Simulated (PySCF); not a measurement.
Simulation results for Al2BH4O

Calculation on a computer-drawn molecule: the log of a Hartree-Fock and frozen-core CCSD(T) single point meant for a local Hartree-Fock minimum, with one planted fault or none, to be diagnosed. Offsets are logged minus clean, where the clean run is the same molecule without the fault. The reference is restricted for singlets and unrestricted otherwise, and also for a bond in bohr or an excited solution. Adding or removing an electron swaps singlet and doublet. The excited solution moves the top pair (singlet) or top alpha electron (doublet) to the lowest empty orbital. Highest occupied and lowest empty are orbital energies over both spins, largest force is the largest gradient component, triples share is (T) over the correlation energy, the T1 limit is 0.02 restricted and 0.045 unrestricted, electrons count all cores, a negative frequency is imaginary (commonest isotopes), and the dipole is about the centre of nuclear charge. Program: PySCF 2.14.0.

Common to all runs: meant charge 1; meant multiplicity 1; meant basis cc-pV(D+d)Z; logged basis functions 94; logged SCF converged yes; logged CC converged yes; logged SCF stable within its kind yes; possible faults no fault, one electron removed, one electron added, multiplicity raised by two, geometry at a saddle point, SCF held on an excited solution, minimal basis STO-3G, one bond length entered in bohr, all coordinates scaled.

```yaml
- entry: 1
  formula: Al2BH4O
  logged_structure:
    atoms_angstrom:
      - [B, -0.6368, -0.2967, -2.8437]
      - [Al, -0.0157, 1.7203, -2.027]
      - [O, -0.9961, 2.0283, -0.7463]
      - [Al, -1.8638, 2.6242, 0.6252]
      - [H, -0.9961, -1.3574, -3.2376]
      - [H, 2.1931, 3.0071, -3.4533]
      - [H, -1.2907, 2.208, 2.0192]
      - [H, -3.1356, 3.4744, 0.3018]
  given:
    logged_electrons: 42
    logged_spin_squared: 0.9028
    "logged_highest_occupied [eV]": -13.846
    "logged_lowest_empty [eV]": -5.5118
    "logged_largest_force [hartree/bohr]": 0.0077695
    logged_T1_diagnostic: 0.046467
    logged_D1_diagnostic: 0.18051
    logged_triples_share: 0.027844
    "logged_dipole_magnitude [debye]": 8.906
    "logged_energy_HF [hartree]": -585.39725
    "logged_energy_CCSD(T) [hartree]": -585.7897
    drawn_bonds_atom: [1, 2, 3, 1, 2, 4, 4]
    drawn_bonds_other_atom: [2, 3, 4, 5, 6, 7, 8]
    drawn_bonds_order: [1, 1, 1, 1, 1, 1, 1]
  results:
    planted_fault: "one bond length entered in bohr, row 5 of the drawn bonds"
    "HF_energy_offset_from_clean_run [kcal/mol]": 61.5
    "CCSD(T)_energy_offset_from_clean_run [kcal/mol]": 70.52
  notes: ["T1 above single-reference limit"]
- entry: 2
  formula: Al2BH4O
  logged_structure:
    atoms_angstrom:
      - [B, -0.6368, -0.2967, -2.8437]
      - [Al, -0.0157, 1.7203, -2.027]
      - [O, -0.9961, 2.0283, -0.7463]
      - [Al, -1.8638, 2.6242, 0.6252]
      - [H, -0.9961, -1.3574, -3.2376]
      - [H, 1.1531, 2.4013, -2.7818]
      - [H, -1.2907, 2.208, 2.0192]
      - [H, -3.1356, 3.4744, 0.3018]
  given:
    logged_electrons: 43
    logged_spin_squared: 0.761
    "logged_highest_occupied [eV]": -7.2989
    "logged_lowest_empty [eV]": 1.5079
    "logged_largest_force [hartree/bohr]": 0.060561
    logged_T1_diagnostic: 0.016547
    logged_D1_diagnostic: 0.048127
    logged_triples_share: 0.022174
    "logged_dipole_magnitude [debye]": 1.7719
    "logged_energy_HF [hartree]": -585.72787
    "logged_energy_CCSD(T) [hartree]": -586.14902
    drawn_bonds_atom: [1, 2, 3, 1, 2, 4, 4]
    drawn_bonds_other_atom: [2, 3, 4, 5, 6, 7, 8]
    drawn_bonds_order: [1, 1, 1, 1, 1, 1, 1]
  results:
    planted_fault: "one electron added"
    "HF_energy_offset_from_clean_run [kcal/mol]": -146.0
    "CCSD(T)_energy_offset_from_clean_run [kcal/mol]": -155.0
```
